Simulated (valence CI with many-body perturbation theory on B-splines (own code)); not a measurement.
## Tl58+: calculated level list

Calculated by configuration interaction combined with many-body perturbation theory (CI+MBPT): five valence electrons over a frozen Dirac-Fock core [Ar], a basis of 7 s, 7 p, 8 d, 6 f, 4 g, 1 h functions for each j, with the one-electron correlation potential Σ1, the two-electron term Σ2, the three-electron term Σ3, Breit, model QED; selected CI, second order for the rest, scaled by the run's own slope (own B-spline code, finite nucleus).

No measured spectrum was set against this ion. As an estimate, large intervals hold to a few tenths of a per cent, small ones and those within an open d or f shell to about a per cent. Among the levels kept, up to 500 cm⁻¹ of a level comes from second order outside the variational space, and about a tenth of that is noise between levels of different J, which matters for small intervals. The list stops below the first excitations out of the core. Only levels of the ground parity were solved; by the run's estimate the other parity begins above the list, which can be wrong where configurations are misplaced.

Levels 1 to 27 of 27, with energies above the lowest level, (3d3/2^4 3d5/2) J=5/2. "Leading %" is the weight of the configuration and term that name the level; weights of strongly mixed levels are sums over their largest components and can fall short, so below about 35 % the name and the second component can differ from the true leading terms, or belong to a minority configuration. In the jj column 3d3/2^4 stands for four electrons in 3d with j = 3/2.

```csv
No.,Configuration,Term,J,E (cm⁻¹),Leading %,Second component,Leading jj
1,3d5,2D,5/2,0,27,24 % 3d5 4P,3d3/2^4 3d5/2 (98 %)
2,3d5,6S,5/2,767420,32,22 % 3d5 2F,3d3/2^3 3d5/2^2 (97 %)
3,3d5,4G,7/2,868710,31,26 % 3d5 2F,3d3/2^3 3d5/2^2 (100 %)
4,3d5,2H,11/2,876930,46,30 % 3d5 4G,3d3/2^3 3d5/2^2 (100 %)
5,3d5,4D,3/2,888790,37,27 % 3d5 4P,3d3/2^3 3d5/2^2 (99 %)
6,3d5,2G,9/2,931820,35,24 % 3d5 4G,3d3/2^3 3d5/2^2 (99 %)
7,3d5,2D,5/2,969460,38,23 % 3d5 4D,3d3/2^3 3d5/2^2 (98 %)
8,3d5,2F,7/2,1007500,39,35 % 3d5 2G,3d3/2^3 3d5/2^2 (99 %)
9,3d5,4P,1/2,1011300,37,34 % 3d5 2S,3d3/2^3 3d5/2^2 (96 %)
10,3d5,2D,3/2,1175900,65,17 % 3d5 4F,3d3/2^3 3d5/2^2 (96 %)
11,3d5,6S,5/2,1625400,38,26 % 3d5 4G,3d3/2^2 3d5/2^3 (97 %)
12,3d5,4G,11/2,1705600,51,49 % 3d5 2I,3d3/2^2 3d5/2^3 (100 %)
13,3d5,4D,7/2,1705900,52,42 % 3d5 4G,3d3/2^2 3d5/2^3 (100 %)
14,3d5,4G,9/2,1725000,64,34 % 3d5 2G,3d3/2^2 3d5/2^3 (99 %)
15,3d5,2I,13/2,1748600,100,,3d3/2^2 3d5/2^3 (100 %)
16,3d5,4D,1/2,1776300,79,18 % 3d5 2S,3d3/2^2 3d5/2^3 (99 %)
17,3d5,4P,3/2,1786200,54,36 % 3d5 4F,3d3/2^2 3d5/2^3 (99 %)
18,3d5,2F,5/2,1793400,42,33 % 3d5 4D,3d3/2^2 3d5/2^3 (99 %)
19,3d5,2H,9/2,1839800,53,47 % 3d5 4F,3d3/2^2 3d5/2^3 (100 %)
20,3d5,2G,7/2,1861500,61,36 % 3d5 2F,3d3/2^2 3d5/2^3 (100 %)
21,3d5,2D,3/2,1883800,83,16 % 3d5 4D,3d3/2^2 3d5/2^3 (96 %)
22,3d5,4F,5/2,1885100,66,26 % 3d5 2D,3d3/2^2 3d5/2^3 (99 %)
23,3d5,2G,7/2,1942600,49,32 % 3d5 2F,3d3/2^2 3d5/2^3 (98 %)
24,3d5,4P,1/2,1944700,48,43 % 3d5 2P,3d3/2^2 3d5/2^3 (93 %)
25,3d5,2G,9/2,2023300,81,10 % 3d5 4F,3d3/2^2 3d5/2^3 (99 %)
26,3d5,2P,3/2,2164400,74,23 % 3d5 2D,3d3/2^2 3d5/2^3 (99 %)
27,3d5,2D,5/2,2203900,82,9 % 3d5 2F,3d3/2^2 3d5/2^3 (97 %)
```

The ionisation energy to 3d4 3P_0 of the next ion comes out as 5969.9 eV (NIST: 5969 ± 6 eV (theoretical)). All 27 levels together are meant to be complete up to 2273000 cm⁻¹.
